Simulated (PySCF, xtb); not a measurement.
FH7N2Si2, SMILES F[SiH2]N[SiH2]N. Other conformers were not sampled.

Harmonic wavenumbers (cm⁻¹) from GFN2-xTB in xtb at its own minimum, in rising order: 24, 52, 117, 133, 222, 229, 290, 439, 499, 543, 562, 618, 711, 724, 743, 763, 805, 809, 814, 910, 996, 1193, 1523, 2237, 2284, 2295, 2335, 3457, 3483, 3519.

Q: What does PySCF with PBE-D3(BJ)/def2-SVP give at its own minimum? (Estimate from the structure and the level; the computed values follow.)

A: 44, 50, 179, 223, 260, 306, 397, 458, 504, 570, 691, 763, 810, 818, 842, 869, 883, 896, 905, 926, 948, 1148, 1496, 2178, 2192, 2193, 2212, 3486, 3490, 3582. Paired by order, the mean absolute difference is 66 cm⁻¹ and the zero-point energies are 47.6 and 49.1 kcal/mol.
